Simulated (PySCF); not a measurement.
H$_{3}$F$_{2}$NOSi, singlet, at a GFN2-xTB geometry. Base run: M062X/6-31G, TDA run with PySCF.

Input for PySCF:
```python
from pyscf import gto, scf, dft, tdscf

mol = gto.M(
    atom='''
N     1.694964   -0.127506    0.066735
Si    0.005981    0.024610    0.001410
O    -0.551496    1.532557    0.048215
F    -0.636562   -0.816800    1.196064
F    -0.527303   -0.700747   -1.316649
H     2.246062    0.134659   -0.732021
H     2.177530    0.082017    0.923296
H    -1.485325    1.728793    0.021384
''',
    basis='6-31g',
    charge=0,
    spin=0,
    verbose=4,
)

mf = dft.RKS(mol)
mf.xc = 'm062x'
mf.kernel()
td = mf.TDA()
td.nstates = 5
td.kernel()
td.analyze()
```

The base run was repeated with changes; each row names its change, and settings that it needs were set with it.

```tsv
change	first excitation (eV)	oscillator strength of the first	second (eV)	core-seconds (rough)
base	7.78	0.050	9.36	70
functional = hf	9.06	0.053	10.70	4
response = full linear response	7.74	0.046	9.33	200
nstates = 2	7.78	0.050	9.36	80
functional = pbe	6.45	0.039	8.03	20
guess vectors = 13 for 5 states	7.78	0.050	9.36	60
nstates = 10	7.78	0.050	9.36	80
functional = bhandhlyp	8.01	0.050	9.64	20
functional = wb97x	7.98	0.044	9.42	50
functional = blyp	6.29	0.039	7.82	20
```

An iterative solver can miss low states, so a row lists the states that it found.
